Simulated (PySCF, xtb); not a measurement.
C2H5Te, SMILES [CH2][Te]C, multiplicity 2.

The structure is a stationary point at B3LYP-D3(BJ)/def2-SVP. The isomer is the one that the SMILES or the coordinates give; other isomers of the formula were not compared. The def2 effective core potentials stand for the cores of Te; spin–orbit coupling is left out.

Calculation: C-PCM-PBE0/def2-SVP run with PySCF.

The values are the electrostatic part of the solvation free energy, E(continuum) − E(gas) at the gas-phase geometry, in a cavity of scaled van der Waals radii (PySCF's table); cavitation and dispersion terms are not included. The dipole moment in vacuum is 1.05 D.

```tsv
solvent	ε	ΔG(elec) (kcal/mol)	dipole (D)
water	78.36	-2.6	1.44
dichloromethane	8.93	-2.3	1.39
ethylethanoate	5.99	-2.2	1.36
```

For comparison, GFN2-xTB/ALPB(water) (xtb, at the GFN2-xTB geometry, all terms of that model) gives -1.2 kcal/mol.
